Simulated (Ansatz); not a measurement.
Molecule: C2H5BF, charge 0, multiplicity 2. It need not be the lowest isomer of its formula. 
Geometry from a B3LYP-D3(BJ)/def2-TZVP (Ansatz, a program for electronic structure) optimisation:
SMILES: [CH2]B(C)F
```xyz
9

B      0.0517    -0.0005     0.0286
F      0.0494    -0.0579     1.3750
C      1.4226     0.0484    -0.6591
C     -1.3362     0.0106    -0.6948
H      1.5367     0.0959    -1.7361
H      2.3524     0.0378    -0.1000
H     -1.9342     0.8614    -0.3515
H     -1.9093    -0.8831    -0.4259
H     -1.2664     0.0579    -1.7815
```
Charge 0, spin multiplicity 2.

Total electronic energies in hartree. Correlated levels leave the core frozen unless marked. UHF or UKS for open shells. No spin-orbit coupling. Non-relativistic. Basis-set limits of correlation are two-point, X^-3; Hartree-Fock from the larger set. The bracket is a focal-point correction in the basis named.

```json
[
 {"level": "HF/cc-pVDZ", "program": "Ansatz", "energy (Eh)": "-202.82095"},
 {"level": "PBE-D4/def2-TZVPD", "program": "Ansatz + dftd4", "energy (Eh)": "___"},
 {"level": "BLYP/def2-TZVPD", "program": "Ansatz", "energy (Eh)": "___"},
 {"level": "B2GP-PLYP/def2-TZVPD", "program": "Ansatz", "energy (Eh)": "-203.81790"},
 {"level": "B2PLYP-D4/def2-TZVPD", "program": "Ansatz + dftd4", "energy (Eh)": "___"},
 {"level": "PBE-QIDH/def2-TZVPD", "program": "Ansatz", "energy (Eh)": "-203.75157"},
 {"level": "SCS-MP2/cc-pVTZ", "program": "Ansatz", "energy (Eh)": "-203.55096"},
 {"level": "CCSD(T)/cc-pwCVTZ", "program": "Ansatz", "energy (Eh)": "-203.62528"},
 {"level": "RI-MP2/CBS(aug-cc-pVTZ,aug-cc-pVQZ)+[CCSD(T)-MP2]/aug-cc-pVTZ", "program": "Ansatz", "energy (Eh)": "-203.7155"}
]
```

Question: Some entries are withheld; supply them.

Answer: 
- PBE-D4/def2-TZVPD, energy (Eh): -203.76312
- BLYP/def2-TZVPD, energy (Eh): -203.94781
- B2PLYP-D4/def2-TZVPD, energy (Eh): -203.85902
